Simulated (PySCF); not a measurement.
Computed IR spectrum (relative IR intensity) of a molecule C₄H₁₀OSi. The structure is a stationary point at PBE-D3(BJ)/def2-SVP. The values are those of a single conformer. Calculation: PBE-D3(BJ)/def2-SVP (PySCF). Frequencies are harmonic and unscaled.

Lines under 2 % of the strongest are left out, and lines within 2 cm⁻¹ are merged.

| ν (cm⁻¹) | relative intensity |
|---|---|
| 70 | 2.8 |
| 462 | 8.6 |
| 589 | 5.8 |
| 658 | 4.2 |
| 683 | 7.4 |
| 727 | 11 |
| 770 | 30 |
| 805 | 18 |
| 828 | 17 |
| 867 | 65 |
| 954 | 4.8 |
| 982 | 61 |
| 1036 | 28 |
| 1140 | 3.6 |
| 1177 | 2.1 |
| 1213 | 14 |
| 1288 | 3.7 |
| 1335 | 4.4 |
| 1377 | 2.9 |
| 1399 | 2.7 |
| 1425 | 2.5 |
| 2126 | 100 |
| 2891 | 31 |
| 2918 | 40 |
| 2963 | 14 |
| 3009 | 14 |
| 3048 | 9.8 |
| 3064 | 9.9 |

Problem. Which molecule gave these data?
A. CO[SiH2]C1CC1
B. C[C@H]1OC[Si@H]1C
C. C[C@@]1([SiH3])CCO1
D. C[Si@H](O)C1CC1

Solution. B, C[C@H]1OC[Si@H]1C
